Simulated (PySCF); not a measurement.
SMILES CC(C)(C)C[SiH2]N (C₅H₁₅NSi), GFN2-xTB optimised geometry.

```
22

C      2.36    -1.15     0.00
C      0.82    -1.15     0.00
C      0.33    -1.89     1.24
C      0.33    -1.88    -1.25
C      0.33     0.30     0.00
Si    -1.54     0.59     0.21
N     -1.80     2.16    -0.45
H      2.74    -0.61    -0.86
H      2.74    -2.17    -0.03
H      2.74    -0.67     0.90
H      0.77    -2.89     1.29
H     -0.75    -1.99     1.23
H      0.61    -1.35     2.15
H      0.72    -2.90    -1.27
H      0.68    -1.37    -2.15
H     -0.75    -1.92    -1.27
H      0.65     0.77    -0.93
H      0.85     0.83     0.80
H     -2.41    -0.28    -0.58
H     -1.90     0.45     1.64
H     -2.74     2.52    -0.45
H     -1.16     2.90    -0.21
```

Density from B3LYP/def2-SVP in PySCF at that geometry.

Minimum of the electron density along straight lines between bonded atoms, close to the bond critical point (lines longer than 1.1 times the sum of covalent radii, or with two minima, are not listed):

| bond | length / Å | ρ at the minimum / e bohr⁻³ | ∇²ρ there / e bohr⁻⁵ | position (fraction from the first atom) |
|---|---|---|---|---|
| C1–C2 | 1.534 | 0.244 | -0.56 | 0.50 |
| C2–C3 | 1.529 | 0.246 | -0.57 | 0.50 |
| C2–C4 | 1.529 | 0.246 | -0.57 | 0.50 |
| C2–C5 | 1.532 | 0.242 | -0.54 | 0.50 |
| C5–Si6 | 1.901 | 0.113 | 0.31 | 0.62 |
| Si6–N7 | 1.726 | 0.122 | ? | 0.40 |
| C1–H8 | 1.088 | 0.277 | -1.01 | 0.62 |
| C1–H9 | 1.088 | 0.277 | -1.01 | 0.62 |
| C1–H10 | 1.088 | 0.277 | -1.00 | 0.62 |
| C3–H11 | 1.089 | 0.277 | -1.01 | 0.62 |
| C3–H12 | 1.087 | 0.277 | -1.01 | 0.62 |
| C3–H13 | 1.088 | 0.277 | -1.01 | 0.62 |
| C4–H14 | 1.089 | 0.276 | -1.01 | 0.62 |
| C4–H15 | 1.088 | 0.277 | -1.01 | 0.62 |
| C4–H16 | 1.086 | 0.279 | -1.02 | 0.62 |
| C5–H17 | 1.092 | 0.272 | -0.96 | 0.62 |
| C5–H18 | 1.094 | 0.270 | -0.94 | 0.62 |
| Si6–H19 | 1.465 | 0.117 | 0.34 | 0.49 |
| Si6–H20 | 1.476 | 0.115 | 0.32 | 0.49 |
| N7–H21 | 1.007 | 0.333 | -1.52 | 0.76 |
| N7–H22 | 1.007 | 0.332 | -1.51 | 0.76 |

Q: Some entries are withheld; supply them.

A: 
- Si6–N7, ∇²ρ there / e bohr⁻⁵: 0.74
